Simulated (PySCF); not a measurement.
# Deuteron quadrupole couplings in `C/C(=C\F)C(Cl)Cl`

Compound: C₄H₅Cl₂F.
Z-matrix (Å and degrees, GFN2-xTB geometry), rows numbered from 1:
```
C 
C   1  1.4979
C   2  1.3266  1  123.40
F   3  1.3383  2  121.71  1     1.50
C   2  1.4935  1  115.16  3  -177.15
Cl  5  1.7734  2  113.64  1  -154.22
Cl  5  1.7977  2  108.88  1    84.30
H   1  1.0858  2  110.31  3     3.34
H   1  1.0893  2  110.25  3  -117.05
H   1  1.0888  2  109.93  3   123.68
H   3  1.0792  2  126.04  1  -179.56
H   5  1.0920  2  111.71  1   -32.69
```

Level: PBE0/pcSseg-1 (PySCF, non-relativistic); Q(2H) = 0.00286 b; rigid geometry, the same for H and D, with no vibrational averaging.

**Question.** Rank these positions by the coupling χzz of a deuteron there, largest first.
A. H12 (methine hydrogen)
B. H10 (methyl hydrogen)
C. H11 (vinylic hydrogen)

**Answer.** C (212 kHz), B (207 kHz), A (193 kHz).

**Question.** Tabulate Vzz, the asymmetry η and χzz = 234.96 MHz × Q × Vzz for every hydrogen position.

**Answer.** 
| atom | bonded to | bond length (Å) | Vzz (au) | η | χzz (kHz) |
| --- | --- | --- | --- | --- | --- |
| H8 | C1 | 1.086 | 0.3127 | 0.03 | 210 |
| H9 | C1 | 1.089 | 0.3108 | 0.03 | 209 |
| H10 | C1 | 1.089 | 0.3087 | 0.03 | 207 |
| H11 | C3 | 1.079 | 0.3158 | 0.11 | 212 |
| H12 | C5 | 1.092 | 0.2869 | 0.02 | 193 |

**Question.** Give the 2H NMR doublet splittings at H8 for a magnetic field along the z, y and x axes of the gradient: 3χ/2, 3χ(1 + η)/4, 3χ(1 − η)/4.

**Answer.** With |χ| = 210.2 kHz and η = 0.032: 315, 163 and 152 kHz, to first order and without motion.

One conformer (not necessarily the lowest) at the GFN2-xTB geometry, without solvent, vibrations or thermal averaging. GFN2-xTB bond lengths can be off by several hundredths of an ångström, more for odd bonds, and the gradients follow them. The basis is small and wasn't made for field gradients, so the couplings can be 20 % off.
